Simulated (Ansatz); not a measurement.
Geometry optimisation, DFT PBE, scalar-relativistic, plane waves, PAW (Ansatz 0.2.0).

Input file:

```yaml
crystal:
  lattice:
    - [-2.29, -3.966396, 0.0]
    - [3.435, -1.983198, 0.0]
    - [0.0, 0.0, 7.17686]
  atoms:
    - { symbol: Be, position: [0.75, 0.5, 0.0] }
    - { symbol: Be, position: [0.5, 0.3333333, 0.25] }
    - { symbol: Be, position: [0.75, 0.5, 0.5] }
    - { symbol: Be, position: [0.5, 0.3333333, 0.75] }
    - { symbol: Be, position: [0.5, 0.0, 0.0] }
    - { symbol: Be, position: [0.25, 0.8333333, 0.25] }
    - { symbol: Be, position: [0.5, 0.0, 0.5] }
    - { symbol: Be, position: [0.25, 0.8333333, 0.75] }
    - { symbol: Be, position: [0.25, 0.5, 0.0] }
    - { symbol: Be, position: [0.0, 0.3333333, 0.25] }
    - { symbol: Be, position: [0.25, 0.5, 0.5] }
    - { symbol: Be, position: [0.0, 0.3333333, 0.75] }
    - { symbol: Be, position: [0.0, 0.0, 0.0] }
    - { symbol: Be, position: [0.75, 0.8333333, 0.25] }
    - { symbol: Be, position: [0.0, 0.0, 0.5] }
    - { symbol: Be, position: [0.75, 0.8333333, 0.75] }
    - { symbol: Li, position: [-0.0124574, 0.6596722, 0.1167653] }
basis:
  ecutwfc: 420.0
kpoints:
  mp_grid: { grid: [5, 5, 3] }
hamiltonian:
  xc: pbe
scf:
  occupations: { method: gaussian, width: 0.1 }
  lower_state_search: "off"
relax:
  f_tol: 0.03
  max_steps: 60
  adjacent_minimum: "off"
output:
  write_density: true
  write_potential: true
  elf: true
  volumetric_format: npy
```

Command:

```bash
$ ansatz run input.yaml --threads 1 --pin off --max-ram 3072MiB --backend cpu --events-out ev --progress --plain --runs-dir out
```

Q: Where does it end, and by what steps?

A: The forces met the threshold. Limits of this set-up: coarse k mesh. After 11 steps the energy has fallen by 4.645 eV; Be1 moved furthest, 1.13 Å.

```tsv
step	energy less start (eV)	largest force component (eV/Å)	accepted
0	0.0000	4.976	yes
1	-1.9898	3.174	yes
2	-3.6676	0.612	yes
3	-3.8126	0.615	yes
4	-3.9637	0.437	yes
5	-4.0934	0.329	yes
6	-4.3083	0.445	yes
7	-4.4424	0.425	yes
8	-4.5848	0.249	yes
9	-4.6322	0.137	yes
10	-4.6434	0.040	yes
11	-4.6451	0.009	yes
```

```xyz
17
Lattice="-2.2900 -3.9664 0.0000 3.4350 -1.9832 0.0000 0.0000 0.0000 7.1769" Properties=species:S:1:pos:R:3
Be -0.813 -3.184 0.048
Be 0.190 -2.827 1.863
Be 0.114 -4.117 3.637
Be 0.189 -2.827 5.409
Be -1.645 -1.574 0.053
Be 2.356 -2.644 1.879
Be -1.028 -2.086 3.638
Be 2.355 -2.646 5.399
Be 0.882 -2.002 0.047
Be 1.189 -0.736 1.874
Be 1.218 -2.079 3.637
Be 1.189 -0.736 5.402
Be -0.021 -0.381 0.050
Be 1.366 -4.783 1.870
Be 0.094 -0.111 3.638
Be 1.364 -4.782 5.406
Li 2.457 -0.765 0.050
```

Whether the end is a true minimum wasn't checked by a vibrational analysis.

Time of the run: 2.9 min on 1 thread of Arm Neoverse V1, on a shared host, peak memory 0.44 GiB.
